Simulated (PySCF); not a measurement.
Species: C₅H₉NO₂.
SMILES with atom numbers: `[CH3:1][C@@H:2]1[CH2:3][O:4][C@H:5]1[C:6]([NH2:7])=[O:8]` (hydrogens: H9, H10, H11 on C1; H12 on C2; H13, H14 on C3; H15 on C5; H16, H17 on N7)

Computed, not measured: TDDFT PBE0/def2-SVPD, vertical, gas phase, core orbitals frozen in the response in PySCF 2.14.0, density-fitted response routines. Geometry: GFN2-xTB, one conformer, isolated molecule. Torsions of this conformer, `[CH3:1][C@@H:2]1[CH2:3][O:4][C@H:5]1[C:6]([NH2:7])=[O:8]`: O4–C5–C6–N7 -3°, H–N7–C6–C5 -5°, H–N7–C6–C5 -178°.

Broadening: Gaussians 0.3 eV wide at half height, area fixed by f = 4.319×10⁻⁹ ∫ε dν̃. The cross-section is σ = 3.8235×10⁻²¹ ε cm², given in Mb (10⁻¹⁸ cm²). The width is an assumption, not a result. The curve ends short of the highest state used, and states not computed would add to its high-energy end.

(λ (nm), σ (Mb)): (183.0, 4.24), (184.6, 3.15), (186.2, 2.77), (187.8, 2.45), (189.4, 1.93), (191.0, 1.29), (192.6, 0.73), (194.2, 0.35), (195.8, 0.15), (197.4, 0.05), (199.0, 0.02), (200.6, 0.00), (202.3, 0.00), (203.9, 0.00), (205.5, 0.00), (207.1, 0.00), (208.7, 0.01), (210.3, 0.02), (211.9, 0.04), (213.5, 0.08), (215.1, 0.11), (216.7, 0.15), (218.3, 0.18), (219.9, 0.19), (221.5, 0.19), (223.2, 0.16), (224.8, 0.13), (226.4, 0.09), (228.0, 0.06), (229.6, 0.04), (231.2, 0.02), (232.8, 0.01), (234.4, 0.01), (236.0, 0.00), (237.6, 0.00), (239.2, 0.00)

Q: Locate the maxima and give the states behind the curve.

A: 220 nm (5.63 eV), ε about 50, made up of S1 (100%) (ε in L mol⁻¹ cm⁻¹; maxima over ε = 5, shares over 10%). At its high-energy end, 6.78 eV, the curve is still rising (ε about 1100, from S2 and S3). The states used: S1 5.63 eV (f 0.0006); S2 6.63 eV (f 0.0070); S3 6.99 eV (f 0.038); S4 7.24 eV (f 0.020); S5 7.35 eV (f 0.011); S6 7.38 eV (f 0.0061).

Q: What would ε be at 5.63 eV, the highest of these maxima, with half the width (0.15 eV)?

A: About 101 L mol⁻¹ cm⁻¹ against 50.3, a factor of about 2.00; a lone state at its own centre would give exactly 2.

Q: Coming from long wavelengths, where does ε first pass 100 L mol⁻¹ cm⁻¹?

A: At about 194 nm (6.39 eV), 0.76 eV above S1.

Q: On this curve, what absorbance would a 10⁻⁵ mol/L sample give at 193 nm over a 1 cm path?

A: 193 nm is 6.424 eV, where ε is about 160 L mol⁻¹ cm⁻¹, so A = ε c l ≈ 0.0016 (Beer–Lambert, with the gas-phase spectrum and the assumed width).

The run took 51 s of wall time (grids of density and orbitals included) on one thread of an Arm Neoverse V1, shared host with 32 logical CPUs at a one-minute load of 16, and the process peaked at 0.97 GiB of memory.
